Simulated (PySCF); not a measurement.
Members of one series of related molecules.

All values: B3LYP/def2-SVPD (PySCF) at GFN2-xTB geometries, gas phase, one conformer each. Core orbitals are frozen in the response; Δα² is half the sum of the squared differences of the principal polarisabilities.

Question: Rank by HOMO–LUMO gap, lowest first.
A. `C=C1C[Si@@H](CCl)[C@H]1F`
B. `C=C1C[C@@H](CCl)[C@H]1F`
C. `C=C1C[C@@H](CCl)[C@@H]1Cl`

Answer: A (6.23 eV), C (6.49 eV), B (6.68 eV).

Question: Rank by dipole moment, highest first.
A. `[CH2:1]=[C:2]1[CH2:3][C@@H:4]([CH2:5][Cl:6])[Si@@H:7]1[F:8]` with C3–C4–C5–Cl6 169°
B. `[CH2:1]=[C:2]1[CH2:3][C@@H:4]([CH2:5][Cl:6])[C@H:7]1[F:8]` with C3–C4–C5–Cl6 -71°, C1–C2–C3–C4 166°, C2–C3–C4–C5 -105°, C3–C4–C7–F8 -128°, C1–C2–C7–C4 -167°
C. `[CH2:1]=[C:2]1[CH2:3][Si@@H:4]([CH2:5][Cl:6])[C@H:7]1[F:8]` with C3–Si4–C5–Cl6 -83°, C1–C2–C3–Si4 162°, C2–C3–Si4–C5 -98°, C3–Si4–C7–F8 -128°, C1–C2–C7–Si4 -162°
D. `[CH2:1]=[C:2]1[CH2:3][C@@H:4]([CH2:5][Cl:6])[C@@H:7]1[Cl:8]` with C3–C4–C5–Cl6 -69°, C1–C2–C3–C4 -168°, C2–C3–C4–C5 -126°, C3–C4–C7–Cl8 127°, C1–C2–C7–C4 168°

Answer: A (3.17 D), B (1.93 D), D (1.69 D), C (1.26 D).

Question: Rank by polarisability anisotropy Δα, lowest first.
A. `[CH2:1]=[C:2]1[CH2:3][Si@@H:4]([CH2:5][Cl:6])[C@H:7]1[F:8]` with C3–Si4–C5–Cl6 -83°, C1–C2–C3–Si4 162°, C2–C3–Si4–C5 -98°, C3–Si4–C7–F8 -128°, C1–C2–C7–Si4 -162°
B. `[CH2:1]=[C:2]1[CH2:3][C@@H:4]([CH2:5][Cl:6])[Si@@H:7]1[F:8]` with C3–C4–C5–Cl6 169°
C. `[CH2:1]=[C:2]1[CH2:3][C@@H:4]([CH2:5][Cl:6])[C@H:7]1[F:8]` with C3–C4–C5–Cl6 -71°, C1–C2–C3–C4 166°, C2–C3–C4–C5 -105°, C3–C4–C7–F8 -128°, C1–C2–C7–C4 -167°

Answer: C (5.07 Å³), A (6.12 Å³), B (6.58 Å³).

All values together:

| SMILES | change | formula | μ (D) | HOMO (eV) | LUMO (eV) | α (Å³) | Δα (Å³) | electrons | α per electron (Å³) |
| --- | --- | --- | --- | --- | --- | --- | --- | --- | --- |
| C=C1C[C@@H](CCl)[C@H]1F | parent | C6H8ClF | 1.93 | -7.57 | -0.89 | 12.59 | 5.07 | 70 | 0.180 |
| C=C1C[Si@@H](CCl)[C@H]1F | C replaced by Si | C5H8ClFSi | 1.26 | -7.20 | -0.96 | 14.82 | 6.12 | 78 | 0.190 |
| C=C1C[C@@H](CCl)[Si@@H]1F | C replaced by Si | C5H8ClFSi | 3.17 | -7.69 | -1.36 | 14.43 | 6.58 | 78 | 0.185 |
| C=C1C[C@@H](CCl)[C@@H]1Cl | F replaced by Cl | C6H8Cl2 | 1.69 | -7.50 | -1.01 | 14.69 | 5.91 | 78 | 0.188 |

Conformers: `[CH2:1]=[C:2]1[CH2:3][C@@H:4]([CH2:5][Cl:6])[C@H:7]1[F:8]` with C3–C4–C5–Cl6 -71°, C1–C2–C3–C4 166°, C2–C3–C4–C5 -105°, C3–C4–C7–F8 -128°, C1–C2–C7–C4 -167°; `[CH2:1]=[C:2]1[CH2:3][Si@@H:4]([CH2:5][Cl:6])[C@H:7]1[F:8]` with C3–Si4–C5–Cl6 -83°, C1–C2–C3–Si4 162°, C2–C3–Si4–C5 -98°, C3–Si4–C7–F8 -128°, C1–C2–C7–Si4 -162°; `[CH2:1]=[C:2]1[CH2:3][C@@H:4]([CH2:5][Cl:6])[Si@@H:7]1[F:8]` with C3–C4–C5–Cl6 169°; `[CH2:1]=[C:2]1[CH2:3][C@@H:4]([CH2:5][Cl:6])[C@@H:7]1[Cl:8]` with C3–C4–C5–Cl6 -69°, C1–C2–C3–C4 -168°, C2–C3–C4–C5 -126°, C3–C4–C7–Cl8 127°, C1–C2–C7–C4 168°.

Question: Give the shifts from the parent, `C=C1C[C@@H](CCl)[C@H]1F`.

Answer: 
| SMILES | change in μ (D) | change in HOMO (eV) | change in LUMO (eV) | change in mean α (Å³) |
| --- | --- | --- | --- | --- |
| C=C1C[Si@@H](CCl)[C@H]1F | -0.67 | +0.37 | -0.07 | +2.23 |
| C=C1C[C@@H](CCl)[Si@@H]1F | +1.24 | -0.12 | -0.47 | +1.84 |
| C=C1C[C@@H](CCl)[C@@H]1Cl | -0.24 | +0.07 | -0.12 | +2.10 |
